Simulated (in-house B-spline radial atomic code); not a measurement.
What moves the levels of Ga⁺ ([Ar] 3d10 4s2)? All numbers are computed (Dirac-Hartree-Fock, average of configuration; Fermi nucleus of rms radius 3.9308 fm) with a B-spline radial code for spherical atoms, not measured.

Baseline run (computed): total energy -1942.3640 hartree, 1s1/2 at -384.2194 hartree, 4s1/2 at -19.038 eV with <r> = 2.31 bohr.

Changing the nucleus:

```tsv
nucleus	ΔE (eV)
Fermi nucleus of rms radius 3.939 fm, A = 64	0.00113
Fermi nucleus of rms radius 3.9706 fm, A = 66	0.00553
Fermi nucleus of rms radius 3.985 fm, A = 68	0.00754
Fermi nucleus of rms radius 3.9973 fm, A = 69	0.00927
Fermi nucleus of rms radius 3.9998 fm, A = 70	0.00962
Fermi nucleus of rms radius 4.0118 fm, A = 71	0.0113
Fermi nucleus of rms radius 4.0318 fm, A = 72	0.0141
Fermi nucleus of rms radius 4.042 fm, A = 73	0.0156
Fermi nucleus of rms radius 4.0395 fm, A = 74	0.0152
Fermi nucleus of rms radius 4.0472 fm, A = 75	0.0163
Fermi nucleus of rms radius 4.046 fm, A = 76	0.0161
Fermi nucleus of rms radius 4.05 fm, A = 77	0.0167
Fermi nucleus of rms radius 4.0453 fm, A = 78	0.016
Fermi nucleus of rms radius 4.0478 fm, A = 79	0.0164
Fermi nucleus of rms radius 4.0418 fm, A = 80	0.0156
Fermi nucleus of rms radius 4.0441 fm, A = 81	0.0159
Fermi nucleus of rms radius 4.0671 fm, A = 82	0.0192
```

A larger nucleus binds the electrons less, roughly as the density at the nucleus times the change of the nuclear <r²>. The reference is A = 63.
